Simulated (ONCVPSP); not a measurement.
An odd input for ONCVPSP 4.0.1 (vanadium)

Command:

```bash
oncvpsp.x < V.dat > V.out
```

Input:

```
# ATOM AND REFERENCE CONFIGURATION
# atsym  z   nc   nv     iexc    psfile
  V 23.00    3    3        4      upf
#
#   n    l    f
    1    0    2.00
    2    0    2.00
    2    1    6.00
    3    0    2.00
    3    1    6.00
    3    2    3.00
#
# PSEUDOPOTENTIAL AND OPTIMIZATION
# lmax
    2
#
#   l,   rc,      ep,       ncon, nbas, qcut
    0    1.30    0.00    5    9   11.10
    1    0.50    0.00    4    7    8.30
    2    1.90    0.00    4    9    9.40
#
# LOCAL POTENTIAL
# lloc, lpopt,  rc(5),   dvloc0
    4    1    1.00    0.00
#
# VANDERBILT-KLEINMAN-BYLANDER PROJECTORs
# l, nproj, debl
    0    2    0.40
    1    2    2.60
    2    2    2.90
#
# MODEL CORE CHARGE
# icmod, fcfact, rcfact
    0    0.00    0.00
#
# LOG DERIVATIVE ANALYSIS
# epsh1, epsh2, depsh
   -5.00    5.00    0.04
#
# OUTPUT GRID
# rlmax, drl
    6.00    0.01
#
# TEST CONFIGURATIONS
# ncnf
    4
# nvcnf
#   n    l    f
    4
    3    0    2.00
    3    1    6.00
    3    2    3.00
    4    0    2.00
#
    4
    3    0    2.00
    3    1    6.00
    3    2    3.00
    4    0    1.00
#
    3
    3    0    2.00
    3    1    6.00
    3    2    2.00
#
    4
    3    0    2.00
    3    1    6.00
    3    2    3.00
    4    0    1.50
#
```

This is an input that runs to its end, with one change: rc of l = 1 set to 0.50 bohr.

Question: How does the run end?

Answer: The program refuses the input: "test_data: rc < rc(lloc) for l = 1. Not allowed.".

```
ONCVPSP  (Optimized Norm-Conservinng Vanderbilt PSeudopotential)
scalar-relativistic version 4.0.1

test_data: rc < rc(lloc) for l = 1.  Not allowed.
ERROR: test_data found   1 ERROR; stopping
```
